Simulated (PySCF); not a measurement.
C4H6O2Si, SMILES Oc1cc([SiH3])co1.

The structure is a stationary point at r2SCAN-D4/def2-SVP. The geometry has at least one imaginary mode, so it is a saddle point at that level. This is a generated structure with no PubChem entry under its InChIKey; it may be hypothetical. The values are those of a single conformer.

Computed with SMD-ωB97X/6-31G* run with PySCF.

Solvation free energies are E(SMD) − E(gas) at the gas-phase geometry, for 1 M in both phases. In vacuum the dipole moment is 1.65 D.

Computed solvation free energies in water, ethanol, cyclohexanone:
| solvent | ΔG(solv) (kcal/mol) | its non-electrostatic (CDS) part | dipole (D) |
|---|---|---|---|
| water | -3.8 | 5.6 | 2.17 |
| ethanol | -6.5 | 2.2 | 2.12 |
| cyclohexanone | -5.5 | -0.4 | 1.90 |
